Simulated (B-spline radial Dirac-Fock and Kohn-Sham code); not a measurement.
Kohn-Sham estimates against Dirac-Fock for the levels of Pt

System: atomic platinum, configuration [Xe] 4f14 5d9 6s1.

The density-functional columns are spherical, spin-unpolarised Dirac-Kohn-Sham results without Breit or QED terms: −ε is minus the orbital energy of the initial state and ΔSCF the difference of two total energies. The reference in the last column comes from multi-electron Dirac-Fock with separately optimised hole states, Breit and Lamb-shift corrections added in first order. All numbers are from an atomic code on a B-spline grid, in eV; a selection of levels is shown. The Kohn-Sham columns are given as differences from the reference. For the 1s level of heavy atoms much of the gap between ΔSCF and the reference is the Breit and QED part, -416.8 eV here; for other levels the error of the functional can be larger.

```
level  PBE −ε − DF  PBE ΔSCF − DF  PBE0 −ε − DF  LDA −ε − DF  LDA ΔSCF − DF  Dirac-Fock
    K       -125.8         +471.3         +33.4       -189.0         +406.0     78398.0
   L1       -154.7          -46.9         -88.2       -164.0          -55.9     13895.2
   L2       -107.8          +32.6         -52.0       -112.1          +28.4     13281.0
   L3       -127.2           -9.4         -72.3       -129.7          -11.7     11571.7
   M1        -84.8          -54.8         -52.2        -87.4          -57.1      3312.1
   M2        -67.5          -34.9         -39.1        -68.5          -35.8      3039.3
   M3        -67.5          -38.5         -40.6        -68.0          -38.8      2659.2
   M4        -46.0          -10.4         -24.2        -45.8          -10.1      2210.8
   N1        -45.8          -32.9         -29.5        -47.0          -34.1       739.2
   N2        -38.3          -25.5         -24.0        -38.9          -26.0       623.2
   N3        -38.0          -25.9         -24.3        -38.7          -26.5       532.3
   N4        -26.1          -14.3         -15.6        -26.2          -14.3       342.3
   N6         -8.8           +2.3          -3.0         -8.3           +2.7       80.59
   N7         -8.9           +2.0          -3.2         -8.5           +2.5       77.27
   O2         -9.2           -2.7          -5.3         -8.8           -2.3       76.06
   O3         -9.3           -3.2          -5.6         -9.1           -3.0       61.31
 O4,5         -3.1           +2.0          -1.8         -2.8           +2.2        9.23
   P1         -1.8           +1.8          -2.0         -1.5           +2.1        7.45
```

For the outermost level NIST gives 8.95883 eV (measured); the differences from it are PBE −ε -3.29, PBE ΔSCF +0.25, PBE0 −ε -3.53, LDA −ε -2.99, LDA ΔSCF +0.59, Dirac-Fock -1.51 eV.

Values without a named source are computed, but for edge energies of neutral atoms, which are taken from tables.
